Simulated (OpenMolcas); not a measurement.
## Multiconfigurational calculation on Sn

Input:

```
&GATEWAY
Coord
1

Sn 0.0 0.0 0.0
Basis=ANO-RCC-VTZP
Group=XYZ
NoMove
AngMom=0.0 0.0 0.0
AMFI
RX2C
&SEWARD
&RASSCF
FileOrb=start.orb
Symmetry=1
Spin=3
nActEl=4 0 0
Inactive=14 9
Ras2=1 3
CIRoot=3 3 1
SDav=6
CIMx=300
Iter=120 100
PrWF=0.3
OrbListing=Nothing
MaxOrb=0
Atom
>>> COPY $Project.JobIph JOB001
&RASSCF
FileOrb=start.orb
Symmetry=1
Spin=1
nActEl=4 0 0
Inactive=14 9
Ras2=1 3
CIRoot=12 12 1
SDav=12
CIMx=300
Iter=120 100
PrWF=0.3
OrbListing=Nothing
MaxOrb=0
Atom
CIOnly
>>> COPY $Project.JobIph JOB002
&RASSCF
FileOrb=start.orb
Symmetry=2
Spin=5
nActEl=4 0 0
Inactive=14 9
Ras2=1 3
CIRoot=1 1 1
SDav=1
CIMx=300
Iter=120 100
PrWF=0.3
OrbListing=Nothing
MaxOrb=0
Atom
>>> COPY $Project.JobIph JOB003
&RASSCF
FileOrb=start.orb
Symmetry=2
Spin=3
nActEl=4 0 0
Inactive=14 9
Ras2=1 3
CIRoot=9 9 1
SDav=9
CIMx=300
Iter=120 100
PrWF=0.3
OrbListing=Nothing
MaxOrb=0
Atom
CIOnly
>>> COPY $Project.JobIph JOB004
&RASSI
NrOfJobIphs=3 3 6 1
1 2 3
1 2 3 4 5 6
1
IphNames
JOB001
JOB002
JOB003
EJob
SpinOrbit
DIPRint=1.0
SOCoupling=1000.0
Subsets=2
MEES
Property=10
'ANGMOM' 1 'ANGMOM' 2 'ANGMOM' 3 'MLTPL  1' 1 'MLTPL  1' 2 'MLTPL  1' 3
'AMFI' 1 'AMFI' 2 'AMFI' 3 'MLTPL  2' 6
SOProperty=3
'ANGMOM' 1 'ANGMOM' 2 'ANGMOM' 3
```

Launched by
```bash
OMP_NUM_THREADS=1 MOLCAS_MEM=2252 MOLCAS_PROJECT=a pymolcas a.inp > a.log  # once for each step of the input, in one work folder
```

A driver script runs the steps one by one and writes start.orb anew before each from the orbitals found so far, so a CI-only block uses the converged orbitals of the first block.

Output, cut to the results:

```
--- SEWARD ---
Basis set label: SN.ANO-RCC...7S6P4D2F1G.

      Electronic valence basis set:
      ------------------
      Associated Effective Charge  50.000000 au
      Associated Actual Charge     50.000000 au
      Nuclear Model: Point charge

      Shell  nPrim  nBasis  Cartesian Spherical Contaminant
         s      22       7        X
         p      19       6        X
         d      13       4                 X
         f       5       2                 X
         g       3       1                 X
RX2C
                  Relativistic X2C integrals
                  Atomic mean-field integrals
--- RASSCF ---
Wave function specifications:
      -----------------------------

      Number of closed shell electrons          46
      Number of electrons in active shells       4
      Max number of holes in RAS1 space          0
      Max nr of electrons in RAS3 space          0
      Number of inactive orbitals               23
      Number of active orbitals                  4
      Number of secondary orbitals              41
      Spin quantum number                      1.0
      State symmetry                             1
Orbital specifications:
      -----------------------

      Symmetry species                           1   2
                                                ag  au
      Frozen orbitals                            0   0
      Inactive orbitals                         14   9
      Active orbitals                            1   3
      RAS1 orbitals                              0   0
      RAS2 orbitals                              1   3
      RAS3 orbitals                              0   0
      Secondary orbitals                        21  20
      Deleted orbitals                           0   0
      Number of basis functions                 36  32
      Number of CSFs                             6
      Number of root(s) required                 3
      Iter CI   SX   CI       RASSCF       Energy    max ROT     max BLB   max BLB  Level Ln srch  Step   QN
          iter iter root      energy       change     param      element    value   shift minimum  type update
 Nr of preliminary CI iterations:   1
      Total energies have been shifted. Add                -6000.00 au
        1   1   10    0  -173.72197076    0.00E+00   1.23E-02   13  21 1 -2.24E-02*  0.00   0.00    SX    NO
        2   1   10    0  -173.72250596   -5.35E-04*  5.17E-03   13  26 1 -1.08E-02*  0.00   0.00    SX    NO
        3   1   10    0  -173.72262257   -1.17E-04*  3.34E-03   13  21 1 -6.73E-03*  0.00   0.00    SX    NO
        4   1   10    0  -173.72266336   -4.08E-05*  1.89E-03   13  21 1  3.91E-03*  0.00   0.00    SX    NO
        5   1   10    0  -173.72267840   -1.50E-05*  7.37E-04   13  21 1 -2.44E-03*  0.00   0.62    QN   YES
        6   1    7    0  -173.72268732   -8.93E-06*  1.86E-05   15  16 1  3.01E-05   0.00   1.00    QN   YES
        7   1    5    0  -173.72268732   -1.14E-09   7.82E-06   15  16 1  9.48E-06   0.00   1.33    QN   YES
      Convergence after  7 iterations
        8   1    5    0  -173.72268732   -1.02E-10   7.82E-06   13  21 1  4.69E-07   0.00   1.33    QN   YES
      Natural orbitals and occupation numbers for root  1
      sym 1:   1.973687
      sym 2:   1.000000   1.000000   0.026313
      Natural orbitals and occupation numbers for root  2
      sym 1:   1.973687
      sym 2:   1.000000   0.026313   1.000000
      Natural orbitals and occupation numbers for root  3
      sym 1:   1.973687
      sym 2:   0.026313   1.000000   1.000000
::    RASSCF root number  1 Total energy:  -6173.72268732
::    RASSCF root number  2 Total energy:  -6173.72268732
::    RASSCF root number  3 Total energy:  -6173.72268732
--- RASSCF ---
Wave function specifications:
      -----------------------------

      Number of closed shell electrons          46
      Number of electrons in active shells       4
      Max number of holes in RAS1 space          0
      Max nr of electrons in RAS3 space          0
      Number of inactive orbitals               23
      Number of active orbitals                  4
      Number of secondary orbitals              41
      Spin quantum number                      0.0
      State symmetry                             1
Orbital specifications:
      -----------------------

      Symmetry species                           1   2
                                                ag  au
      Frozen orbitals                            0   0
...
--- RASSI ---
SPIN-FREE ENERGIES:
  (Shifted by EMIN (a.u.) =      -6173.7226873249)

 SF State       Relative EMIN(au)   Rel lowest level(eV)    D:o, cm**(-1)      L_eff

     1             0.0000000000        0.0000000000              0.0000         1.0
     2             0.0000000000        0.0000000000              0.0000         1.0
     3             0.0000000000        0.0000000000              0.0000         1.0
     4             0.0357030834        0.9715303932           7835.9211         2.0
     5             0.0357030834        0.9715303932           7835.9211         2.0
     6             0.0357030834        0.9715303932           7835.9211         2.0
     7             0.0357030834        0.9715303932           7835.9211         2.0
     8             0.0357030834        0.9715303932           7835.9211         2.0
     9             0.0672493474        1.8299479658          14759.5257         0.0
    10             0.1167566822        3.1771111763          25625.1298         0.0
     Dipole printing threshold changed to   1.00000000E+00

++ Dipole transition strengths (spin-free states):
   -----------------------------------------------
     for osc. strength at least  1.00000000E+00

  ( Max oscillator strength is only    0.0000000000000000      )
--
Eigenvalues of complex Hamiltonian:
   -----------------------------------
  (Shifted by EMIN (a.u.) =      -6173.7226873249)

 SO State       Relative EMIN(au)   Rel lowest level(eV)    D:o, cm**(-1)     J-value

     1            -0.0110740353        0.0000000000              0.0000         0.0
     2            -0.0044715423        0.1796629881           1449.0797         0.9
     3            -0.0044715423        0.1796629881           1449.0797         0.6
     4            -0.0044715423        0.1796629881           1449.0797         0.7
     5             0.0032397115        0.3894968945           3141.5043         1.3
...
```

The J values that RASSI prints are effective ones from its own formula and need not be integers or half-integers; the table below assigns J from the states.

Levels above the lowest, from the spin-orbit matrix, grouped by J:

| Configuration | Term | J | E (cm-1) | Measured (cm-1) | g | Term weight % | Second |
| --- | --- | --- | --- | --- | --- | --- | --- |
| 5s2 5p2 | 3P | 0 | 0.0 | 0.0 |  | 97 | 3 1S |
| 5s2 5p2 | 3P | 1 | 1449 | 1692 | 1.501 | 100 |  |
| 5s2 5p2 | 3P | 2 | 3142 | 3428 | 1.483 | 96 | 4 1D |
| 5s2 5p2 | 1D | 2 | 10537 | 8613 | 1.018 | 96 | 4 3P |
| 5s2 5p2 | 1S | 0 | 17658 | 17162 |  | 97 | 3 3P |
| 5s 5p3 | 5S* | 2 | 28056 | 39626 | 2.002 | 100 |  |

Against the 5 measured excited levels shown (NIST Handbook of Basic Atomic Spectroscopic Data) the mean absolute deviation is 2900 cm-1; the largest miss in energy is 5s 5p3 5S* 2: computed 28056, measured 39626 cm-1 (-29.2 %).

Some high roots are left out of the spin-orbit mixing, which shifts the levels that they would mix with. Terms from blocks run as CI alone lack orbitals of their own. Terms of s pⁿ other than that of highest spin mix with s² pⁿ⁻² d, which this space lacks; all of them can be thousands of cm-1 off, and some have no real level of that name. Measured partners are found by configuration, term and J. A level has none where our copy of the source lacks it or the pairing is in doubt (some pairs that miss far off the trend of their configuration count as doubtful), and it then counts in no deviation. Only configurations of the active space appear. The first state left out of the spin-orbit step lies near 53000 cm-1 above the lowest spin-free state of the reference (among the parities and spins computed), and the list stops at four fifths of that energy or lower.

The RASSCF and RASSI steps took 11 s on 1 thread of Arm Neoverse V1 (shared host); the integral step is not counted.

The term weight is that of the spin-free term in the level, not the purity of its configuration. * marks odd parity.
